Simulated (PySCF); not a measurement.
IK, charge -1, doublet, at the geometry of the source list (a state made from the parent by changing its charge; the spin is typed, not shown lowest) (all electrons, no relativity). Base run: HF/3-21G run with PySCF.

PySCF was given this input:
```python
from pyscf import gto, scf

mol = gto.M(
    atom='''
K    -1.058900   -0.752200   -0.902200
I     1.058900    0.752200    0.902200
''',
    basis='3-21g',
    charge=-1,
    spin=1,
    verbose=4,
)

mf = scf.UHF(mol)
mf.kernel()
mf.analyze()
```

Each row names what was changed in the base input (with any setting that the change needs).

```csv
change,E (Eh),HOMO (eV),<S^2>,core-seconds (rough)
base,-7483.57014,-0.68,0.750,0.4
functional = camb3lyp,-7487.27881,-0.25,0.750,4
functional = pw6b95,-7489.55674,0.41,0.750,3
functional = pbe,-7486.18960,0.72,0.750,3
functional = tpssh,-7486.68526,0.57,0.750,5
functional = revpbe,-7486.52941,0.73,0.750,3
functional = wb97x,-7487.09405,-0.72,0.751,5
functional = blyp; dispersion = d3bjm,-7487.00267,0.94,0.750,2
functional = blyp,-7486.99970,0.94,0.750,2
functional = r2scan,-7486.79904,0.70,0.750,4
functional = mn15,-7486.87251,0.93,0.752,5
functional = wb97m_v,-7486.66854,-0.21,0.750,50
functional = hse06,-7486.34310,0.62,0.750,6
```

Totals shift with the method and basis; they matter in differences.

Open shells are given as the SCF converged; they aren't shown to be the lowest states, and a large step between rows can be another state.
